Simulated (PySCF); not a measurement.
## Dipole moment and polarisability of `CC(=S)[C@@H](C#N)CF`

Compound: C5H6FNS.
Atom-mapped SMILES: `[CH3:1][C:2](=[S:3])[C@@H:4]([C:5]#[N:6])[CH2:7][F:8]` (hydrogens: H9, H10, H11 on C1; H12 on C4; H13, H14 on C7)

Cartesian coordinates in Å at the GFN2-xTB level; atoms count from 1:
```
atom  x, y, z in Å
C1    -1.6125    0.3662    0.6592
C2    -0.8959    0.0845   -0.6049
S3    -1.6331   -0.4230   -1.9569
C4     0.6138    0.2274   -0.5988
C5     1.0564    1.3036    0.2601
N6     1.3994    2.1588    0.9348
C7     1.2657   -1.1034   -0.1668
F8     0.8938   -1.4433    1.1028
H9    -1.4731    1.4104    0.9461
H10   -1.1971   -0.2395    1.4669
H11   -2.6739    0.1579    0.5539
H12    0.9608    0.4308   -1.6191
H13    0.9378   -1.9120   -0.8285
H14    2.3572   -1.0186   -0.1709
```

Level: B3LYP/def2-SVPD (PySCF), static field, nuclei fixed, core orbitals frozen in the response. The polarisability tensor in these axes (au):

```
x   86.88  6.03 11.78
y    6.03 76.94 13.39
z   11.78 13.39 91.22
```

Problem. What are the eigenvalues, a third of the trace, and Δα (Δα² = ½Σ(αi − αj)² over the three pairs)?

Solution. Principal values 68.84, 78.54 and 107.65 au; mean 85.01 au = 12.60 Å³ = 14.02 × 10⁻⁴⁰ C²·m²/J; Δα = 34.99 au (41 % of the mean).

Problem. What is the dipole moment, and where does it point?

Solution. (0.14, -1.72, -1.26) D, 2.14 D in size, pointing from the negative to the positive side. Measured along this direction, the outermost atoms are N6 at the negative end and H13 at the positive end.

Problem. Find the Langevin capture rate constant for H3+ (3.023 u) meeting this molecule (131.020 u), k = 2.342 × 10⁻⁹ cm³/s × √(α in Å³ / reduced mass in u).

Solution. The reduced mass is 2.96 u, so k = 4.84 × 10⁻⁹ cm³/s. The formula leaves out the permanent dipole, which adds to the capture rate.

Problem. Molar refractivity from α?

Solution. Lorentz–Lorenz: R = (4π/3)N_A α = 2.5225 cm³/(mol·Å³) × 12.60 Å³ = 31.8 cm³/mol, in the limit of long wavelengths.

Problem. What are the principal values of the traceless quadrupole moment, Θ = ½Σq(3rr − r²1), about the centre of nuclear charge?

Solution. -17.01, 1.36, 15.65 D·Å. The values depend on the origin, since the dipole doesn't vanish. The electronic extent ⟨r²⟩ about the same centre is 1159 bohr², a root-mean-square distance of 2.18 Å for the 68 electrons.

Problem. In a dilute gas of rigid molecules at 500 K, how does the orientational term μ²/3kT compare with the electronic polarisability?

Solution. In Gaussian units μ²/3kT = 22.02 Å³ against 12.60 Å³, a ratio of 1.75; the Debye molar polarisation (4π/3)N_A(α + μ²/3kT) is 87.3 cm³/mol, leaving out the vibrational part.

The structure is a single GFN2-xTB conformer in the gas phase; no vibrational or solvent corrections.

The run behind these numbers computed excited states as well. On an Arm Neoverse V1 with one thread, no GPU, on a shared host, this took 48 s.
